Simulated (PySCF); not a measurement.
SMILES C[NH][GaH][NH]C (C2H9GaN2) (PBE0/def2-SVP optimised geometry):

```
14

Ga    -0.740    -0.726     0.000
H     -1.543    -2.060     0.000
N      1.080    -0.726     0.000
C      1.945    -1.877     0.002
H      1.585     0.153    -0.001
H      2.602    -1.925     0.892
H      2.603    -1.927    -0.888
H      1.348    -2.802     0.003
N     -1.589     0.884     0.000
C     -1.024     2.207     0.000
H     -2.603     0.883    -0.002
H     -1.312     2.802     0.889
H     -1.306     2.800    -0.891
H      0.076     2.157     0.004
```

Level of theory: PBE0/def2-TZVP in PySCF.

Problem. What are the frontier orbital energies and the dipole moment?

Solution. HOMO-2 -8.76 eV, HOMO-1 -6.87 eV, HOMO -6.08 eV, LUMO 0.20 eV, LUMO+1 0.70 eV; dipole moment 0.75 D.

On the same geometry PBE/def2-TZVP (PySCF) gives HOMO-2 -7.43 eV, HOMO-1 -5.55 eV, HOMO -4.78 eV, LUMO -0.55 eV, LUMO+1 -0.19 eV; dipole moment 0.87 D.

Meta-Löwdin charges at PBE0/def2-TZVP: Ga1 0.50, H2 -0.08, N3 -0.52, C4 -0.22, H5 0.22, H6 0.10, H7 0.10, H8 0.11, N9 -0.52, C10 -0.22, H11 0.22, H12 0.10, H13 0.10, H14 0.10.
